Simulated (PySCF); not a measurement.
Al(F)(OH)(OSiH3) (AlFH₄O₂Si), SMILES [OH][Al]([F])[O][SiH3].

Coordinates come from a PBE-D3(BJ)/def2-SVP optimisation. The structure was generated by enumeration; whether it is a known compound was not checked. Other conformers were not sampled.

Two levels are set side by side: TDA-PBE/def2-SVPD (PySCF) and TDA-B3LYP/def2-SVPD (PySCF). Vertical, same geometry. The lowest singlet is HOMO→LUMO 100 % with PBE and HOMO→LUMO 97 % with the other functional; states are paired by order. Differences are taken from unrounded values.

```tsv
quantity	TDA-B3LYP	TDA-PBE	TDA-PBE minus TDA-B3LYP
lowest singlet excitation (eV)	6.25	5.47	-0.79
lowest triplet excitation (TDA) (eV)	6.07	5.32	-0.74
first bright state (f over 0.05) (eV)	8.08	7.28	-0.81
its oscillator strength	0.10	0.05	-0.05
```

A lower first singlet is the usual sign of a functional without exact exchange. Differences between two approximate levels are no errors against the true value.

Rough cost on one machine, each run with all the roots and properties that it gave: TDA-B3LYP against TDA-PBE about 2 times.
